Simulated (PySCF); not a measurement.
All values below come from PBE-D3(BJ)/def2-TZVP // B3LYP-D3(BJ)/def2-TZVP in PySCF. Gas-phase values, no solvent. One relaxed conformer stands for a flexible species; it need not be the lowest. Excitations are Tamm–Dancoff values on a coarser integration grid. The basis has no diffuse functions, so Rydberg states are missing or too high.

Reference species (SMILES): `OB(S)O` (neutral, multiplicity 1).

* **T1 excitation (TDA)**: 5.43 eV
* **LUMO**: -0.64 eV

Changed species: `SS` (H–S–S–H torsion 90°) (X = mercapto; the reference has X = borono).

Question: What does the change do to the T1 excitation (TDA) and LUMO?

Answer: the T1 excitation (TDA) decreases by 1.62 eV, to 3.81 eV; the LUMO falls by 1.43 eV, to -2.07 eV.
